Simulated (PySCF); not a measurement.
Computed spin Hamiltonian

C7H12N (doublet state).
Cartesian coordinates in Å at the GFN2-xTB level; atoms count from 1:
```xyz
20
C7H12N angstrom
C      3.5998    0.5951   -0.0136
C      2.2490    0.6630   -0.2139
C      1.3456   -0.2651    0.2759
N     -0.0056   -0.2210    0.0967
C     -0.7082    0.8345   -0.5911
C     -2.1803    0.5705   -0.2748
C     -2.2217   -0.9464   -0.0977
C     -0.8984   -1.2303    0.6107
H      4.0384   -0.2082    0.5512
H      4.2635    1.3386   -0.4128
H      1.8629    1.4925   -0.7914
H      1.6999   -1.1101    0.8460
H     -0.5227    0.7765   -1.6736
H     -0.3790    1.8179   -0.2413
H     -2.4570    1.0610    0.6595
H     -2.8426    0.9228   -1.0629
H     -2.2379   -1.4360   -1.0723
H     -3.0819   -1.2821    0.4777
H     -1.0136   -1.1286    1.7009
H     -0.5155   -2.2341    0.4033
```

The hyperfine couplings belong to this conformer and change with its torsions.

The species is `C1CN(/C=C/[CH2])CC1` [radical].

Computed with PySCF, UKS B3LYP, pcH-1 on C H N, non-relativistic, mean-field spin-orbit, GIAO. The structure is a single GFN2-xTB conformer in the gas phase; no vibrational or solvent corrections. A GFN2-xTB geometry isn't a minimum of the functional, and hyperfine couplings can be far from their values at a DFT geometry. The SCF solution wasn't tested for stability.

```
g1, g2, g3        : 2.00215, 2.00283, 2.00334
g_iso             : 2.00277
Form of g         : rhombic: the two nearest values differ by 42 % of g3 − g1
⟨S²⟩              : 0.7678 (exact 0.7500)
α and β electrons : 31, 30
Total energy      : -328.69030 Eh
```

Hyperfine couplings atom by atom, in G; T1 to T3 are the principal values of the dipolar part; ρ(0) is the spin density at the nucleus (MHz turned into gauss with g_iso; 10 G = 1 mT):

```json
{"atom": "C1", "isotope": "13C", "a_iso": "17.2", "T1": "-16.6", "T2": "-16.1", "T3": "32.7", "Mulliken spin population": "0.61", "ρ(0) (bohr⁻³)": "0.0429"}
{"atom": "C2", "isotope": "13C", "a_iso": "-13.7", "T1": "-7.0", "T2": "2.6", "T3": "4.4", "Mulliken spin population": "-0.19", "ρ(0) (bohr⁻³)": "-0.0341"}
{"atom": "C3", "isotope": "13C", "a_iso": "12.1", "T1": "-13.5", "T2": "-13.1", "T3": "26.6", "Mulliken spin population": "0.46", "ρ(0) (bohr⁻³)": "0.0301"}
{"atom": "N4", "isotope": "14N", "a_iso": "2.8", "T1": "-4.0", "T2": "-3.8", "T3": "7.8", "Mulliken spin population": "0.15", "ρ(0) (bohr⁻³)": "0.0247"}
{"atom": "C5", "isotope": "13C", "a_iso": "-3.1", "T1": "-0.4", "T2": "-0.1", "T3": "0.6", "Mulliken spin population": "-0.02", "ρ(0) (bohr⁻³)": "-0.0078"}
{"atom": "C6", "isotope": "13C", "a_iso": "0.0", "T1": "-0.2", "T2": "-0.1", "T3": "0.3", "Mulliken spin population": "0.00", "ρ(0) (bohr⁻³)": "-0.0001"}
{"atom": "C7", "isotope": "13C", "a_iso": "0.1", "T1": "-0.2", "T2": "-0.1", "T3": "0.3", "Mulliken spin population": "0.00", "ρ(0) (bohr⁻³)": "0.0002"}
{"atom": "C8", "isotope": "13C", "a_iso": "-3.2", "T1": "-0.4", "T2": "-0.2", "T3": "0.6", "Mulliken spin population": "-0.02", "ρ(0) (bohr⁻³)": "-0.0079"}
{"atom": "H9", "isotope": "1H", "a_iso": "-12.7", "T1": "-7.1", "T2": "-0.3", "T3": "7.4", "Mulliken spin population": "-0.03", "ρ(0) (bohr⁻³)": "-0.0080"}
{"atom": "H10", "isotope": "1H", "a_iso": "-13.6", "T1": "-8.2", "T2": "0.1", "T3": "8.1", "Mulliken spin population": "-0.03", "ρ(0) (bohr⁻³)": "-0.0085"}
{"atom": "H11", "isotope": "1H", "a_iso": "2.8", "T1": "-1.6", "T2": "-0.2", "T3": "1.8", "Mulliken spin population": "0.01", "ρ(0) (bohr⁻³)": "0.0017"}
{"atom": "H12", "isotope": "1H", "a_iso": "-10.6", "T1": "-5.5", "T2": "-0.6", "T3": "6.1", "Mulliken spin population": "-0.02", "ρ(0) (bohr⁻³)": "-0.0066"}
{"atom": "H13", "isotope": "1H", "a_iso": "9.6", "T1": "-0.9", "T2": "-0.6", "T3": "1.5", "Mulliken spin population": "0.02", "ρ(0) (bohr⁻³)": "0.0060"}
{"atom": "H14", "isotope": "1H", "a_iso": "6.1", "T1": "-0.9", "T2": "-0.6", "T3": "1.5", "Mulliken spin population": "0.02", "ρ(0) (bohr⁻³)": "0.0038"}
{"atom": "H15", "isotope": "1H", "a_iso": "0.0", "T1": "-0.4", "T2": "-0.4", "T3": "0.8", "Mulliken spin population": "0.00", "ρ(0) (bohr⁻³)": "0.0000"}
{"atom": "H16", "isotope": "1H", "a_iso": "0.2", "T1": "-0.3", "T2": "-0.3", "T3": "0.5", "Mulliken spin population": "0.00", "ρ(0) (bohr⁻³)": "0.0001"}
{"atom": "H17", "isotope": "1H", "a_iso": "0.0", "T1": "-0.5", "T2": "-0.4", "T3": "0.9", "Mulliken spin population": "0.00", "ρ(0) (bohr⁻³)": "0.0000"}
{"atom": "H18", "isotope": "1H", "a_iso": "0.3", "T1": "-0.3", "T2": "-0.3", "T3": "0.5", "Mulliken spin population": "0.00", "ρ(0) (bohr⁻³)": "0.0002"}
{"atom": "H19", "isotope": "1H", "a_iso": "9.9", "T1": "-0.9", "T2": "-0.7", "T3": "1.5", "Mulliken spin population": "0.02", "ρ(0) (bohr⁻³)": "0.0062"}
{"atom": "H20", "isotope": "1H", "a_iso": "5.5", "T1": "-0.8", "T2": "-0.7", "T3": "1.6", "Mulliken spin population": "0.01", "ρ(0) (bohr⁻³)": "0.0035"}
```

The largest Mulliken spin populations are on C1 (+0.61), C3 (+0.46), C2 (-0.19) and N4 (+0.15). The positive populations add up to 1.30 and the negative ones to -0.30, together 2S = 1. The angles at C1 add up to 360.0°, so it is planar.

Axes: g2 points within 8° of the C1–C2 bond.

Under fast tumbling the dipolar parts average out, and these isotropic splittings remain (the largest six): 1 × 1H (H10, I = 1/2, 2 lines) with 1.36 mT, 1 × 1H (H9, I = 1/2, 2 lines) with 1.27 mT, 1 × 1H (H12, I = 1/2, 2 lines) with 1.06 mT, 2 × 1H (H13/H14, I = 1/2, 3 lines) with 0.78 mT, 2 × 1H (H19/H20, I = 1/2, 3 lines) with 0.77 mT and 1 × 14N (N4, I = 1, 3 lines) with 0.28 mT.

Means are taken over nuclei equivalent by connectivity, which assumes that they swap fast. H9 and H10 aren't averaged: C1 is flat or nearly so (angle sum 360°), and its turn about the short C1–C2 bond (1.37 Å) is taken as slow. C5 and C8, with what hangs on them, aren't averaged: N4 is flat or nearly so (angle sum 360°), and its turn about the short N4–C3 bond (1.36 Å) is taken as slow. The 1H value of +21.6 MHz is a mean of couplings from 15.5 to 27.8 MHz in this one geometry, not an average over conformers. The 1H value of +21.9 MHz is a mean of couplings from 17.0 to 26.8 MHz in this one geometry, not an average over conformers.

The 13C coupling of C1 (48.2 MHz) shows only in satellite lines or after enrichment, since that isotope makes up about 1.07 % of natural carbon.

The spin density at the nucleus, in bohr⁻³, is negative for C2 (-0.0341), H10 (-0.0085) and H9 (-0.0080), for instance. A restricted open-shell determinant has no negative spin density anywhere; here it arises because α and β orbitals differ (spin polarisation).
